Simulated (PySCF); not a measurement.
Species: C2H11Ge2N.
Numbering: `[CH3:1][CH2:2][GeH2:3][NH:4][GeH3:5]` (hydrogens: H6, H7, H8 on C1; H9, H10 on C2; H11, H12 on Ge3; H13 on N4; H14, H15, H16 on Ge5)

A GFN2-xTB structure was refined with PBE0-D3(BJ)/def2-SVP geometry optimisation, gas phase (PySCF). Its GFN2-xTB values:

```json
{"coordinate": "C1–C2", "GFN2-xTB": "1.522 Å"}
{"coordinate": "C1–H6", "GFN2-xTB": "1.090 Å"}
{"coordinate": "C2–Ge3", "GFN2-xTB": "1.987 Å"}
{"coordinate": "C2–H9", "GFN2-xTB": "1.093 Å"}
{"coordinate": "Ge3–N4", "GFN2-xTB": "1.832 Å"}
{"coordinate": "Ge3–H11", "GFN2-xTB": "1.506 Å"}
{"coordinate": "N4–Ge5", "GFN2-xTB": "1.812 Å"}
{"coordinate": "N4–H13", "GFN2-xTB": "1.009 Å"}
{"coordinate": "Ge5–H14", "GFN2-xTB": "1.491 Å"}
{"coordinate": "Ge5–H15", "GFN2-xTB": "1.509 Å"}
{"coordinate": "C1–C2–Ge3", "GFN2-xTB": "112.6°"}
{"coordinate": "C2–Ge3–N4", "GFN2-xTB": "112.5°"}
{"coordinate": "Ge3–N4–Ge5", "GFN2-xTB": "123.2°"}
{"coordinate": "C2–Ge3–N4–Ge5", "GFN2-xTB": "54°"}
```

**Question.** How do these coordinates change at the PBE0-D3(BJ)/def2-SVP level?

**Answer.** 
```csv
coordinate,PBE0-D3(BJ)/def2-SVP (Å or °),change
Ge5–H14,1.540,+0.049
Ge5–H15,1.549,+0.040
Ge3–H11,1.544,+0.038
C2–Ge3,1.961,-0.026
N4–Ge5,1.830,+0.018
C1–H6,1.102,+0.012
C2–H9,1.103,+0.010
Ge3–N4,1.840,+0.008
N4–H13,1.015,+0.006
C1–C2,1.523,+0.001
Ge3–N4–Ge5,126.6,+3.4
C2–Ge3–N4,111.2,-1.3
C1–C2–Ge3,112.8,+0.2
C2–Ge3–N4–Ge5,69,+15
```

The energy falls by 3.1 kcal/mol over 8 energy and gradient evaluations, the largest force component goes from 0.0165 to 1.7e-04 Eh/bohr, and the atoms move by 0.163 Å rms after alignment. The bond that changes most is Ge5–H14 (ends: germanium bonded to N and 3 H; Ge–H hydrogen), which lengthens by 0.049 Å. Bonds longer at the end by more than 0.005 Å: 13 of 15; shorter: 1. Among the dihedrals that turn most is H11–Ge3–N4–Ge5, from -67° to -52°. Rotational constants go from 3008, 949.9, 789.1 to 3205, 872.8, 748.1 MHz.

The run used 161 basis functions and 51 SCF cycles in all. Time: 1.9 min of wall time. Hardware: one thread of an Arm Neoverse V1, on a shared host.

Whether it is a minimum is left open (no frequencies). The numbers are those of one conformer.
